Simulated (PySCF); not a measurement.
Species: GeH7NSi.
Z-matrix (Å and degrees, PBE0-D3(BJ)/def2-SVP geometry), rows numbered from 1:
```
N 
Ge  1  1.8455
Si  2  2.3826  1  106.85
H   1  1.0174  2  113.83  3   173.51
H   1  1.0170  2  113.88  3   -62.23
H   2  1.5539  1  114.48  3   122.16
H   2  1.5413  1  106.15  3  -119.02
H   3  1.4959  2  110.34  1   177.03
H   3  1.4964  2  109.95  1    57.49
H   3  1.4942  2  110.41  1   -62.44
```

The calculation used PBE0-D3(BJ)/def2-SVP geometry optimisation, gas phase (PySCF 2.14.0).

Masses are those of the commonest isotopes; rigid-rotor values at the optimised geometry. The values belong to one conformer with, in the numbering `[NH2:1][GeH2:2][SiH3:3]`, H–N1–Ge2–Si3 174° and -62°.

(1) Give the principal moments of inertia and the rotational constants in cm⁻¹.

(2) What kind of rotor is it?

(3) Is it planar, by Δ = Ic − Ia − Ib?

(4) Give the coordinates in the principal-axis frame, origin at the centre of mass.

(5) Where do the levels up to J = 4 lie, in MHz?

(6) Predict some low-J microwave lines.

## Answers

(1) Ia = 49.18, Ib = 171.76, Ic = 207.43 u·Å²; 505379 MHz·u·Å²/I gives 10276, 2942 and 2436 MHz, that is A = 0.34277, B = 0.09815, C = 0.08127 cm⁻¹.

(2) An asymmetric top: κ = (2 × 2942 − 10276 − 2436)/(10276 − 2436) = -0.87.

(3) Not planar: Δ = Ic − Ia − Ib = -13.51 u·Å². For a rigid frame Δ = −2 Σ m c², so Σ m c² = 6.76 u·Å² lies off the ab plane: 6.71 from hydrogen and 0.04 from heavier atoms. The atom farthest from that plane is 1.27 Å away.

(4) The sense of each axis is arbitrary; atoms in the order of the calculation.
```json
{"atom": "N1", "mass (u)": "14.003", "a (Å)": "1.425", "b (Å)": "1.216", "c (Å)": "0.053"}
{"atom": "Ge2", "mass (u)": "73.921", "a (Å)": "0.454", "b (Å)": "-0.352", "c (Å)": "-0.005"}
{"atom": "Si3", "mass (u)": "27.977", "a (Å)": "-1.849", "b (Å)": "0.260", "c (Å)": "0.007"}
{"atom": "H4", "mass (u)": "1.008", "a (Å)": "2.427", "b (Å)": "1.076", "c (Å)": "0.157"}
{"atom": "H5", "mass (u)": "1.008", "a (Å)": "1.276", "b (Å)": "1.823", "c (Å)": "-0.750"}
{"atom": "H6", "mass (u)": "1.008", "a (Å)": "0.760", "b (Å)": "-1.254", "c (Å)": "-1.233"}
{"atom": "H7", "mass (u)": "1.008", "a (Å)": "0.834", "b (Å)": "-1.139", "c (Å)": "1.264"}
{"atom": "H8", "mass (u)": "1.008", "a (Å)": "-2.711", "b (Å)": "-0.956", "c (Å)": "-0.111"}
{"atom": "H9", "mass (u)": "1.008", "a (Å)": "-2.144", "b (Å)": "1.163", "c (Å)": "-1.149"}
{"atom": "H10", "mass (u)": "1.008", "a (Å)": "-2.191", "b (Å)": "0.977", "c (Å)": "1.273"}
```

(5) Above 0(0,0):
J = 1: 1(0,1) 5379, 1(1,1) 12712, 1(1,0) 13218
J = 2: 2(0,2) 16111, 2(1,2) 22964, 2(1,1) 24482, 2(2,1) 46483, 2(2,0) 46508
J = 3: 3(0,3) 32147, 3(1,3) 38326, 3(1,2) 41361, 3(2,2) 62619, 3(2,1) 62745, 3(3,1) 100567, 3(3,0) 100568
J = 4: 4(0,4) 53412, 4(1,4) 58781, 4(1,3) 63835, 4(2,3) 84114, 4(2,2) 84489, 4(3,2) 122130, 4(3,1) 122136, 4(4,1) 175192, 4(4,0) 175192
Those of J = 1 are B + C, A + C and A + B.

(6) The dipole components are |μa| = 0.92 D, |μb| = 0.10 D, |μc| = 0.85 D. The squared components, which scale the intensities, stand as 1.00 : 0.01 : 0.85 (a : b : c). Some lines, for components of 0.1 D or more:

```
type  branch         J(Ka,Kc)    MHz  lower level (cm⁻¹)
   a       Q  3(1,2) ← 3(1,3)   3035               1.278
   b       R  2(0,2) ← 1(1,1)   3399               0.424
   a       Q  4(1,3) ← 4(1,4)   5054               1.961
   b       Q  3(1,2) ← 3(0,3)   9214               1.072
   a       R  3(2,2) ← 2(2,1)  16136               1.550
   c       R  2(1,1) ← 1(0,1)  19103               0.179
   c       Q  4(2,3) ← 4(1,3)  20279               2.129
   b       Q  4(2,2) ← 4(1,3)  20655               2.129
   b       R  3(1,3) ← 2(0,2)  22215               0.537
   c       R  3(1,2) ← 2(0,2)  25250               0.537
   c       R  4(1,3) ← 3(0,3)  31688               1.072
   b       R  2(2,0) ← 1(1,1)  33796               0.424
   b       Q  3(3,0) ← 3(2,1)  37823               2.093
   c       R  4(2,3) ← 3(1,3)  45788               1.278
   c       Q  4(4,1) ← 4(3,1)  53056               4.074
   b       R  4(4,0) ← 3(3,1)  74625               3.355
```

No frequency check. These are rigid-rotor constants of the computed structure; measured ground-state constants (B0) also hold zero-point vibration. A rigid rotor knows nothing of inversion at nitrogen or internal rotation, which can split or shift real lines. Quadrupole hyperfine structure (14N) is left out.
